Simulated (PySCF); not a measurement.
Delta-SCF ions had no search for a lower state. Excitations are Tamm–Dancoff values on a coarser integration grid. The basis has no diffuse functions, so Rydberg states are missing or too high.

Z-matrix (Å, degrees):
```
C
C 1 1.4226
C 2 1.3884 1 120.39
H 3 1.1002 2 120.14 1 -180.00
H 2 1.1015 3 120.71 4 0.00
C 3 1.4211 4 119.72 2 -180.00
C 6 1.3883 3 120.78 4 180.00
H 7 1.0994 6 122.05 3 180.00
H 6 1.1007 7 119.77 8 0.00
C 7 1.4243 8 117.61 6 180.00
N 10 1.3654 7 119.17 8 0.00
C 11 1.3202 10 118.80 7 180.00
C 1 1.4248 2 123.42 5 0.00
C 13 1.3903 1 121.32 2 -180.00
H 13 1.1029 14 120.19 12 180.00
S 12 1.7799 11 117.87 10 180.00
H 16 1.3624 12 93.33 11 0.00
Si 14 1.8904 13 120.62 15 0.00
H 18 1.5040 14 110.99 13 -119.75
H 18 1.5040 19 108.31 14 122.07
H 18 1.5041 19 109.53 20 119.40
```
Charge 0, multiplicity 1.

What HOMO, dipole moment, T1 excitation (TDA), S1 oscillator strength, vertical ionisation energy (Delta-SCF), HOMO–LUMO gap, LUMO and S1 excitation (TDA) does PBE-D3(BJ)/def2-TZVP // PBE-D3(BJ)/def2-SVP run with PySCF give?


- HOMO = -5.65 eV
- dipole moment = 1.80 D
- T1 excitation (TDA) = 2.77 eV
- S1 oscillator strength = 0.047
- vertical ionisation energy (Delta-SCF) = 7.89 eV
- HOMO–LUMO gap = 3.01 eV
- LUMO = -2.64 eV
- S1 excitation (TDA) = 3.43 eV
